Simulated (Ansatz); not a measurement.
`C[CH2][AlH][AlH][SiH3]` + `C[SiH3]` → `[SiH3][CH2][AlH][SiH3]` + `C[CH2][AlH2]`  (formal exchange of groups at the Al–Al bond)

Calculated with Ansatz (gas phase, PBE0-D4/def2-TZVP geometries, no zero-point term in ΔE). CBS: MP2 limit from def2 TZ/QZ plus the TZ coupled-cluster correction, frozen cores. This one scheme is used for every species. DFT in def2-TZVPP. B3LYP here is the variant with VWN-RPA as its local correlation; programs differ in this. One conformer a species, not always the lowest.

Q: Is it downhill or uphill in electronic energy at CCSD(T)/CBS, and by how much? (Best estimate.)

A: Ansatz gave: Nearly level: ΔE = +0.3 kJ/mol.

Q: What do these levels give: B3LYP-D4, B2PLYP, PBE, r2SCAN, HF/def2-TZVPP, MP2/def2-TZVPP, SCS-MP2/def2-TZVPP, CCSD/def2-TZVPP, CCSD(T)/def2-TZVPP, HF/def2-QZVPP, MP2/def2-QZVPP, CCSD/CBS(def2)? (Estimate.)

A: Computed: B3LYP-D4 0.9, B2PLYP -0.3, PBE 15.4, r2SCAN 3.1, HF/def2-TZVPP 1.0, MP2/def2-TZVPP -7.4, SCS-MP2/def2-TZVPP -5.1, CCSD/def2-TZVPP 3.0, CCSD(T)/def2-TZVPP 3.0, HF/def2-QZVPP -0.1, MP2/def2-QZVPP -9.3, CCSD/CBS(def2) 0.3 kJ/mol.

Largest T1 diagnostic among the species: 0.012.

From PBE to PBE0 (25 % exact exchange), in def2-TZVPP and without D4, ΔE moves by −3.4 kJ/mol. The D4 term adds −3.2 kJ/mol with B3LYP and −1.5 kJ/mol with PBE0; it sums over pairs of atoms, weighted by their polarisabilities, and B3LYP, whose exchange is more repulsive, gets the larger term.
